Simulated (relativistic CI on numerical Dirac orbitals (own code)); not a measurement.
How well does a small relativistic CI reproduce Se VI?

Computed by Dirac-Coulomb-Breit CI, separate exchange-only KLI orbitals for each configuration, a model potential for QED, valence Slater integrals scaled by 0.9, configuration energies shifted to the measured levels that pair with them (semi-empirical) (own radial code, finite nucleus).

Configurations in the expansion (outside the closed core [Ar]): 3d¹⁰4s, 3d¹⁰4p, 3d¹⁰4d, 3d¹⁰5s, 3d¹⁰4f, 3d¹⁰5p, 3d⁹4s², 3d¹⁰5d, 3d¹⁰6s, 3d¹⁰6p, 3d¹⁰5f, 3d⁹4p², 3d¹⁰5g, 3d¹⁰6d, 3d⁸4s4p², 3d⁹4s4p, 3d¹⁰6f, 3d⁹4p4d, 3d⁸4s4d², 3d⁹4s4d, 3d⁹4p4f. Levels of other configurations are missing.

```
Configuration  Term (tabulated)    J  Measured (cm⁻¹)  Computed  Error  Purity (%)
       3d¹⁰4s                2S  1/2              0.0         0      0         100
       3d¹⁰4p               2P°  1/2         112762.0    112891    129         100
       3d¹⁰4p               2P°  3/2         118462.0    118333   -129         100
       3d¹⁰4d                2D  3/2         282830.0    282846     16         100
       3d¹⁰4d                2D  5/2         283509.0    283493    -16         100
       3d¹⁰5s                2S  1/2         333594.0    333594      0         100
```

Measured levels from Moore, Atomic Energy Levels, vol. II, NSRDS-NBS 35 (1971 reprint of NBS Circular 467, 1952); pairs were made by configuration, J and term (by order where the table uses no LS term), so strongly mixed levels may be paired wrongly. The analysis dates from before 1960.

Mean error by configuration (cm⁻¹): 3d¹⁰4p 0; 3d¹⁰4d 0; 3d¹⁰5s 0. Over the excited levels the mean absolute error is 58 cm⁻¹ (5 of the 5 excited levels that our extract of the source holds in range could be paired), and the median relative error of those above 1,000 cm⁻¹ is 0.0058 %, both after the shifts were fitted to these levels, so that a configuration with one level shows no error.

Configurations whose levels could be paired with our table of measured levels were shifted onto them, all but the ground configuration, by the median error of their levels; single terms can still be off by 1,000 to 2,000 cm⁻¹ or more, and rates follow the energies as ν³ (E1, M1) or ν⁵ (E2). The others borrow a shift and can be off by several thousand cm⁻¹ or more. 5 of the 5 excited levels that our extract of the measured tables holds in this range could be paired (the sources list more); they are missed by 58 cm⁻¹ on average and 129 at most, after the shifts were fitted to these levels, and levels without a partner can miss by more.

Shifts applied (cm⁻¹): 3d¹⁰4s 0; 3d¹⁰4p -1274; 3d¹⁰4d 1723; 3d¹⁰5s 3015.
